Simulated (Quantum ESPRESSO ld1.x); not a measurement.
Question: N4+, configuration [He] 2s1 (the NIST ground configuration). All-electron calculation, Dirac Kohn-Sham, LDA (Slater exchange, Perdew-Zunger correlation), spin-unpolarised, spherical densities, point nucleus. Program: ld1.x of Quantum ESPRESSO 7.5. Some entries of the table are withheld. Estimate them.

orbital  occ.  eigenvalue (eV)  <1/r> (bohr^-1)
1s1/2       2         -476.372              (1)
2s1/2       1         -87.2218            1.387
2p1/2       0         -77.5030            1.321
2p3/2       0         -77.4594            1.319
3s1/2       0         -32.7618              (2)
3d3/2       0              (3)              (4)
3d5/2       0              (5)              (6)

Answer: 
(1) 1s1/2 <1/r> (bohr^-1): 6.631
(2) 3s1/2 <1/r> (bohr^-1): 0.5724
(3) 3d3/2 eigenvalue (eV): -28.7604
(4) 3d3/2 <1/r> (bohr^-1): 0.5345
(5) 3d5/2 eigenvalue (eV): -28.7578
(6) 3d5/2 <1/r> (bohr^-1): 0.5344
